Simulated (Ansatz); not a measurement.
The same redistribution along the group B, Al, In.

Gas-phase electronic energies from Ansatz, PBE0-D4/def2-TZVP geometries. CBS: MP2 limit from def2 TZ/QZ plus the TZ coupled-cluster correction, frozen cores. Functionals use def2-TZVPP. Elements past krypton have def2 core potentials. For Ge, In outer-core shells are correlated without core-valence functions, which leaves a few kJ/mol of doubt a bond. Scalar relativity is left out up to krypton. Each species was taken in one conformer, which may not be the lowest.

| reaction | CCSD(T)/CBS(def2) (eV) |
| --- | --- |
| `Cl[B](Cl)[GeH3]` + `S[S][GeH3]` → `[GeH3][S][GeH3]` + `SB(Cl)Cl` | -1.71 |
| `[Cl][Al]([Cl])[GeH3]` + `S[S][GeH3]` → `[GeH3][S][GeH3]` + `[SH][Al]([Cl])[Cl]` | ? |
| `[Cl][In]([Cl])[GeH3]` + `S[S][GeH3]` → `[GeH3][S][GeH3]` + `[SH][In]([Cl])[Cl]` | -1.14 |

Problem. Fill in the missing values. (Best estimate.)

Solution. Computed: `[Cl][Al]([Cl])[GeH3]` + `S[S][GeH3]` → `[GeH3][S][GeH3]` + `[SH][Al]([Cl])[Cl]`: -1.76 eV.

Largest T1 diagnostic: 0.013, for `[SH][In]([Cl])[Cl]`.
